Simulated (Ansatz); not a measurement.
C5H3Br, SMILES C(=C=CC#C)Br.

Geometry optimised at TPSSh-D3(BJ)/def2-SVP. The structure was generated by enumeration, and PubChem lists no compound with its InChIKey, so it may never have been made.

Two levels are set side by side: PBE/def2-SVPD (Ansatz, a quantum-chemistry and plane-wave program) and PBE0/def2-SVPD (Ansatz). Energy differences of separate SCF runs at the same geometry; the states with an electron removed or added have multiplicity 2 and 2. Differences are taken from unrounded values.

```tsv
quantity	PBE0	PBE	PBE minus PBE0
vertical ionisation energy (eV)	9.28	9.02	-0.26
vertical singlet–triplet gap (eV)	3.21	3.18	-0.03
```
